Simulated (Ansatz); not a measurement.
Job for Ansatz (a first-principles code): R-B3LYP/def2-TZVPP on O2Si (SMILES O=[Si]=O).

Ansatz 0.2 input:
```yaml
crystal:
  periodic: [false, false, false]
  atoms:
    - {symbol: Si, position_ang: [0.00000233, 0.00000142, -0.00006175]}
    - {symbol: O, position_ang: [1.51016225, -0.00362466, 0.00799300]}
    - {symbol: O, position_ang: [-1.51016458, 0.00362324, -0.00803125]}
basis:
  gaussian:
    orbitals: def2-TZVPP
hamiltonian:
  xc: {name: B3LYP}
scf: {lower_state_search: off}
```

Output:

```
WARN ansatz: RAYON_NUM_THREADS=4 ignored (pool sized by the plan → 4); use --threads N
Functional definition: B3LYP
these checks for a lower state are left out or cut short: stability, starts, cluster_reference, orbital_swaps, neighbouring_geometries, increment
integrals: 0.02 GiB planned
593 factors; their error is unknown
mean field: 0.28 GiB planned
mean field evaluation 1: about -11960.2556 eV, gradient 9.0e1 eV
mean field evaluation 2: about -11896.4442 eV, gradient 1.9e2 eV
mean field evaluation 4: about -11974.1832 eV, gradient 3.8e0 eV
mean field evaluation 8: about -11974.2070 eV, gradient 3.3e-2 eV
mean field evaluation 16: about -11974.2255 eV, gradient 3.0e-6 eV
mean field -11974.22547538 eV, -440.0446697987 hartree, gradient 3.0e-6 eV, S^2 0.000000; 0 other end points of the search recorded, 0 dependent functions left out
reference -11974.22565944 eV, -440.0446765628 hartree; 15, 15 occupied and 89, 89 virtual orbitals, 593 factors
Total energy: -11974.22565944 eV, -440.0446765628 hartree
Checks for a lower state left out: stability, starts, cluster_reference, orbital_swaps, neighbouring_geometries, increment
```

The calculation finished and met its thresholds.

Cost: about 0.8 core-seconds (a rough figure).
